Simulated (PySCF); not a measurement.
A run for PySCF: R-M06-2X/def2-TZVPP on SiCl4 (SMILES Cl[Si](Cl)(Cl)Cl).

```python
from pyscf import gto, dft

mol = gto.M(
    atom='''
    Si   -0.00001552   -0.00000524    0.00000583
    Cl    1.78312267    0.96715029   -0.26883051
    Cl   -0.04835419   -1.67891726   -1.16882420
    Cl   -0.19800433   -0.53166874    1.96606354
    Cl   -1.53684864    1.24344095   -0.52841466
    ''',
    basis='def2-tzvpp',
    charge=0, spin=0, verbose=4, max_memory=1800)
mf = dft.RKS(mol, xc='m062x').density_fit(auxbasis='def2-universal-jkfit')
mf.grids.level = 4
mf.conv_tol = 1e-9
mf.max_cycle = 150
mf.kernel()
mf.dip_moment()
```

### Question
What total energy does the run end on?

### Answer
-2130.4968 hartree.
